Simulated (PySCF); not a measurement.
# Radial density of He⁺ (helium, charge +1)

UHF, 1s1, 2S determinant. Computed with PySCF 2.14 in x2c-TZVPall, with the spin-free X2C one-electron Hamiltonian (Gaussian nucleus).

```
r (bohr)  4πr²ρ (e/bohr)  4πr²(ρα − ρβ)
  0.0162        0.007563         0.0076
  0.0272         0.02103         0.0210
  0.0457         0.05676         0.0568
  0.0769          0.1431         0.1431
   0.129          0.3216         0.3216
   0.218          0.6365         0.6365
   0.366          0.9799         0.9799
   0.616           1.031         1.0314
    1.04          0.5498         0.5498
    1.74         0.08834         0.0883
    2.93        0.003152         0.0032
```

Densities and radii are taken from the X2C orbitals without a picture-change correction, which distorts them close to the nucleus.
